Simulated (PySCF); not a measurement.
Potential energy curve for BrF, singlet.

- UKS-wB97X-V = unrestricted wB97X-V/def2-TZVP run with PySCF
- UHF/def2-TZVP (PySCF)
- UKS-CAM-B3LYP = unrestricted CAM-B3LYP/def2-TZVP run with PySCF

Magnitude of the dipole moment (D; its direction can reverse along the curve, and a method can change to another solution) and Mulliken charge of the fragment that holds Br1:

```json
[
 {"R / Å": "1.32", "μ UKS-wB97X-V": "0.71", "q UKS-wB97X-V": "0.15", "μ UHF": "0.68", "q UHF": "0.25", "μ UKS-CAM-B3LYP": "0.64", "q UKS-CAM-B3LYP": "0.15"},
 {"R / Å": "1.40", "μ UKS-wB97X-V": "0.22", "q UKS-wB97X-V": "0.18", "μ UHF": "0.15", "q UHF": "0.27", "μ UKS-CAM-B3LYP": "0.16", "q UKS-CAM-B3LYP": "0.18"},
 {"R / Å": "1.47", "μ UKS-wB97X-V": "0.18", "q UKS-wB97X-V": "0.19", "μ UHF": "0.28", "q UHF": "0.27", "μ UKS-CAM-B3LYP": "0.24", "q UKS-CAM-B3LYP": "0.20"},
 {"R / Å": "1.58", "μ UKS-wB97X-V": "0.72", "q UKS-wB97X-V": "0.21", "μ UHF": "0.90", "q UHF": "0.28", "μ UKS-CAM-B3LYP": "0.78", "q UKS-CAM-B3LYP": "0.23"},
 {"R / Å": "1.64", "μ UKS-wB97X-V": "0.99", "q UKS-wB97X-V": "0.22", "μ UHF": "1.20", "q UHF": "0.29", "μ UKS-CAM-B3LYP": "1.04", "q UKS-CAM-B3LYP": "0.24"},
 {"R / Å": "1.68", "μ UKS-wB97X-V": "1.15", "q UKS-wB97X-V": "0.23", "μ UHF": "1.39", "q UHF": "0.29", "μ UKS-CAM-B3LYP": "1.21", "q UKS-CAM-B3LYP": "0.25"},
 {"R / Å": "1.75", "μ UKS-wB97X-V": "1.42", "q UKS-wB97X-V": "0.24", "μ UHF": "1.70", "q UHF": "0.31", "μ UKS-CAM-B3LYP": "1.47", "q UKS-CAM-B3LYP": "0.26"},
 {"R / Å": "1.79", "μ UKS-wB97X-V": "1.56", "q UKS-wB97X-V": "0.25", "μ UHF": "1.87", "q UHF": "0.31", "μ UKS-CAM-B3LYP": "1.61", "q UKS-CAM-B3LYP": "0.26"},
 {"R / Å": "1.88", "μ UKS-wB97X-V": "1.86", "q UKS-wB97X-V": "0.26", "μ UHF": "2.22", "q UHF": "0.33", "μ UKS-CAM-B3LYP": "1.90", "q UKS-CAM-B3LYP": "0.28"},
 {"R / Å": "1.92", "μ UKS-wB97X-V": "1.97", "q UKS-wB97X-V": "0.27", "μ UHF": "1.78", "q UHF": "0.26", "μ UKS-CAM-B3LYP": "2.01", "q UKS-CAM-B3LYP": "0.28"},
 {"R / Å": "2.02", "μ UKS-wB97X-V": "2.25", "q UKS-wB97X-V": "0.28", "μ UHF": "1.07", "q UHF": "0.15", "μ UKS-CAM-B3LYP": "2.28", "q UKS-CAM-B3LYP": "0.29"},
 {"R / Å": "2.19", "μ UKS-wB97X-V": "2.59", "q UKS-wB97X-V": "0.29", "μ UHF": "0.52", "q UHF": "0.07", "μ UKS-CAM-B3LYP": "2.60", "q UKS-CAM-B3LYP": "0.29"},
 {"R / Å": "2.35", "μ UKS-wB97X-V": "2.01", "q UKS-wB97X-V": "0.20", "μ UHF": "0.30", "q UHF": "0.04", "μ UKS-CAM-B3LYP": "2.16", "q UKS-CAM-B3LYP": "0.22"},
 {"R / Å": "2.61", "μ UKS-wB97X-V": "1.24", "q UKS-wB97X-V": "0.11", "μ UHF": "0.15", "q UHF": "0.02", "μ UKS-CAM-B3LYP": "1.60", "q UKS-CAM-B3LYP": "0.14"},
 {"R / Å": "2.88", "μ UKS-wB97X-V": "0.74", "q UKS-wB97X-V": "0.05", "μ UHF": "0.07", "q UHF": "0.01", "μ UKS-CAM-B3LYP": "1.11", "q UKS-CAM-B3LYP": "0.08"},
 {"R / Å": "3.14", "μ UKS-wB97X-V": "0.47", "q UKS-wB97X-V": "0.03", "μ UHF": "0.02", "q UHF": "0.00", "μ UKS-CAM-B3LYP": "0.71", "q UKS-CAM-B3LYP": "0.05"},
 {"R / Å": "3.50", "μ UKS-wB97X-V": "0.18", "q UKS-wB97X-V": "0.01", "μ UHF": "0.06", "q UHF": "0.00", "μ UKS-CAM-B3LYP": "0.30", "q UKS-CAM-B3LYP": "0.01"},
 {"R / Å": "3.88", "μ UKS-wB97X-V": "0.07", "q UKS-wB97X-V": "0.00", "μ UHF": "0.04", "q UHF": "0.00", "μ UKS-CAM-B3LYP": "0.11", "q UKS-CAM-B3LYP": "0.00"},
 {"R / Å": "4.25", "μ UKS-wB97X-V": "0.03", "q UKS-wB97X-V": "0.00", "μ UHF": "0.02", "q UHF": "0.00", "μ UKS-CAM-B3LYP": "0.03", "q UKS-CAM-B3LYP": "0.00"},
 {"R / Å": "4.74", "μ UKS-wB97X-V": "0.01", "q UKS-wB97X-V": "0.00", "μ UHF": "0.01", "q UHF": "0.00", "μ UKS-CAM-B3LYP": "0.01", "q UKS-CAM-B3LYP": "0.00"},
 {"R / Å": "5.28", "μ UKS-wB97X-V": "0.01", "q UKS-wB97X-V": "0.00", "μ UHF": "0.01", "q UHF": "0.00", "μ UKS-CAM-B3LYP": "0.01", "q UKS-CAM-B3LYP": "0.00"},
 {"R / Å": "6.10", "μ UKS-wB97X-V": "0.00", "q UKS-wB97X-V": "0.00", "μ UHF": "0.00", "q UHF": "0.00", "μ UKS-CAM-B3LYP": "0.00", "q UKS-CAM-B3LYP": "0.00"},
 {"R / Å": "7.03", "μ UKS-wB97X-V": "0.00", "q UKS-wB97X-V": "0.00", "μ UHF": "0.00", "q UHF": "0.00", "μ UKS-CAM-B3LYP": "0.00", "q UKS-CAM-B3LYP": "0.00"}
]
```

The unrestricted determinant behind UKS-wB97X-V, UKS-CAM-B3LYP is spin-contaminated at 2.19 to 7.03 Å (<S²> up to 1.0, against 0.00 for a pure singlet). The unrestricted determinant behind UHF is spin-contaminated at 1.92 to 7.03 Å (<S²> up to 1.0, against 0.00 for a pure singlet).
